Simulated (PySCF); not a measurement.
Input of a run (PBE0-D3(BJ)/def2-SVP geometry optimisation, gas phase (PySCF 2.14.0)), started from a GFN2-xTB structure with every atom displaced at random (by about 0.01 Å):
```
{"job": {"xc": "PBE0", "basis": "def2-SVP", "d3": "d3bj", "grid": 1, "shake": 0.01, "kind": "geom"}, "charge": 0, "multiplicity": 1}
C      2.494270    -0.033130    -0.015140
S      1.016660    -0.923460     0.606140
Ge    -0.615190     0.360600    -0.201700
C     -2.304500    -0.424060     0.257320
H      3.340100    -0.611940     0.223650
H      2.533690     0.968610     0.459720
H      2.412040     0.104480    -1.096900
H     -0.423150     1.774320     0.351980
H     -0.395290     0.507550    -1.671540
H     -3.151670     0.163290    -0.141820
H     -2.466720    -0.479550     1.348530
H     -2.400530    -1.434990    -0.129280
```

Output (energies in Eh, forces in Eh/bohr):
```
step   0  E = -2555.29949250  max force = 0.040195
step   1  E = -2555.30343572  max force = 0.010818
step   2  E = -2555.30390401  max force = 0.002838
step   3  E = -2555.30395142  max force = 0.000599
step   4  E = -2555.30398030  max force = 0.001673
step   5  E = -2555.30399119  max force = 0.001559
step   6  E = -2555.30399480  max force = 0.000600
step   7  E = -2555.30399684  max force = 0.000125
optimisation converged
```

Summarise the run.

The energy falls by 2.8 kcal/mol over 8 energy and gradient evaluations, the largest force component goes from 0.0402 to 1.3e-04 Eh/bohr, and the atoms move by 0.068 Å rms after alignment. The bond that changes most is Ge3–H9 (ends: germanium bonded to C, S and 2 H; Ge–H hydrogen), which lengthens by 0.052 Å. Bonds longer at the end by more than 0.005 Å: 6 of 11; shorter: 4. Among the angles that change most is H8–Ge3–H9, from 104.3° to 108.4°. The energy never rose by more than 1e-6 Eh on the way. The first step brought 88 % of the lowering.

What are the final bond lengths?

C1–S2 1.820 Å, S2–Ge3 2.224 Å, Ge3–C4 1.946 Å, C1–H5 1.099 Å, C1–H6 1.100 Å, C1–H7 1.100 Å, Ge3–H8 1.545 Å, Ge3–H9 1.545 Å, C4–H10 1.100 Å, C4–H11 1.099 Å, C4–H12 1.099 Å. Numbering counts from 1 in the input's order; the species is `C[S][GeH2][CH3]`.

The run used 118 basis functions and 48 SCF cycles in all. The run took 54 s on Arm Neoverse V1, one thread, shared host with 32 logical CPUs at a one-minute load of 30, and the process peaked at 0.47 GiB of memory.

No PBE0-D3(BJ)/def2-SVP frequencies stand behind this structure, so it isn't proved a minimum. The numbers are those of one conformer.

Shape of the structure used: `[CH3:1][S:2][GeH2:3][CH3:4]`: C1–S2–Ge3–C4 180°.
